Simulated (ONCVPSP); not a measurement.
**Pseudopotential generation for Sb (Z = 51): ONCV, LDA (Perdew-Zunger), scalar-relativistic.**

```
Element                 : antimony (Sb)
Generator               : ONCVPSP 4.0.1
Type                    : optimised norm-conserving Vanderbilt (ONCV)
Functional              : LDA (Perdew-Zunger)
Relativity              : scalar-relativistic
Frozen core             : [Kr] 4d10
Valence charge          : 5
Reference configuration : 5s1.5 5p3.5
Partial waves           : 5s: rc 2.00 bohr, ncon 4, nbas 7, qcut 3.2 1/bohr, 2 projectors, debl 0.6 Ha; 5p: rc 2.05 bohr, ncon 3, nbas 7, qcut 3.3 1/bohr, 2 projectors, debl 1.3 Ha; d scattering state at 0.05 Ha: rc 2.25 bohr, ncon 4, nbas 9, qcut 3.8 1/bohr, 1 projector
Local potential         : polynomial inside 1.55 bohr (lpopt 5, dvloc0 -1 Ha)
Core correction         : Teter function, fcfact 4.25, rcfact 1.4
```

All-electron outer shells of the reference configuration (LDA (Perdew-Zunger), scalar-relativistic, ld1.x):

| shell | level (eV) | outermost node (bohr) | outermost maximum (bohr) |
| --- | --- | --- | --- |
| 4p | -102.33 | 0.39 | 0.76 |
| 4d | -34.25 | 0.38 | 0.84 |
| 5s | -13.50 | 0.95 | 1.88 |
| 5p | -5.29 | 1.04 | 2.29 |

Q: Does the generator finish with these settings?

A: Yes, a potential is produced and its reference levels are reproduced.

Q: Estimate the cutoffs (Ha) at which the residual kinetic energy of the hardest occupied pseudo-wave falls to 1 and 0.1 mHa per electron.

A: 17 Ha and 32 Ha.

Q: Does the potential have ghost states?

A: Ghosts flagged at negative energy: s at -17.2 eV; GHOST(+) flagged for p at 76.0 eV. A true bound ghost makes a file unfit for plane-wave use.

Q: Tests: 5s2 5p3; 5s2 5p2; 5s2 5p1; 5s1 5p3. Which has the largest error in its energy relative to the reference configuration, and how large is it?

A: 5s2 5p1, with -50 meV (all-electron minus pseudo) on +20.70 eV.
